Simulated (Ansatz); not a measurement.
System: NbO, net charge 0, quartet state. The spin state was set by rule; other spins were not relaxed. 
Geometry from a B3LYP-D3(BJ)/def2-TZVP (Ansatz, a program for electronic structure) optimisation:
SMILES: [Nb]=[O]
```xyz
2

Nb     0.0000     0.0000    -0.2756
O      0.0000     0.0000     1.4124
```
Charge 0, spin multiplicity 4.

Basis-set convergence of Hartree-Fock and CCSD(T) correlation energies (hartree) with Ansatz. Valence correlation only, unless marked. UHF or UKS for open shells. Spin-orbit coupling is left out. The frozen core is the preceding noble-gas configuration, with the filled d and f shells of earlier blocks. Past Kr the def2 sets carry scalar-relativistic core potentials.

| basis | functions | E(HF) | E(corr, CCSD(T)) |
|---|---|---|---|
| def2-SVP | 45 | -131.15690 | -0.30192 |
| def2-TZVPP | 87 | -131.27132 | -0.37061 |
| def2-QZVPP | 138 | -131.27644 | -0.39277 |

Extrapolating the two largest sets (X = 3 and 4) as X^-3: E(corr) = (64·(-0.39277) - 27·(-0.37061))/37 = -0.4089 Eh, an estimate of the basis-set limit. The largest set recovers 96.0 % of it, the smallest 73.8 %.
